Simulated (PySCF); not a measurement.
An unknown shows these calculated signals:

1H NMR (600 MHz, computed): δ 6.20 (br s, 1H), 4.76 (s, 6H), 3.35 (t, 2H), 2.60 (t, 2H).

13C{1H} NMR (computed): δ 157.9 (C), 95.8 (C), 79.6 (C), 57.8 (CH2), 23.0 (CH2).

- PBE0/pcSseg-1 with gauge-including orbitals
- structure optimised with GFN2-xTB
- code: PySCF
- gas phase, averaged over atoms made equivalent by symmetry, fast rotation or ring inversion, one computed conformer, no relativistic terms

Chemical shifts δ = σref − σ; TMS for 1H (σref 31.72), 13C (σref 186.93), all at this level.

Q: Which of these does the molecule contain: a (CH3)2CH unit, a C≡C triple bond, an aldehyde, a Si–H bond, an amide, a carboxylic acid?

A: 
- A (CH3)2CH unit: no.
- A C≡C triple bond: yes (δC 79.6, 95.8).
- An aldehyde: no.
- A Si–H bond: yes (δH 4.76 (s)).
- An amide: no.
- A carboxylic acid: yes (δC 157.9; δH 6.20 (br s)).

The data belong to SMILES O=C(O)C#CCCN([SiH3])[SiH3], C5H11NO2Si2; they needn't prove each group on their own.

Carbon signals by region: 1 in the sp2 and nitrile region (100–160 ppm), 3 at 50–100 ppm, 1 below 50 ppm.

The OH or NH signal is concentration- and solvent-dependent in practice; the value given is the gas-phase one. Shifts are as computed. Against solution values, carbons near 30 ppm lie about +3 ppm off and those near 130 ppm about +5 ppm. Of 1309 compounds with measured shifts, 239 miss one by over three times the rms of a fit or turn the order of signals round; such compounds aren't used in these exercises. Hydrogen bonding in solution deshields acid and N–H amide carbonyl carbons by as much as 10 ppm beyond these values. Multiplicities follow the n + 1 count of equivalent neighbours, as no J values were calculated; m marks all less simple cases, F and P coupling included.
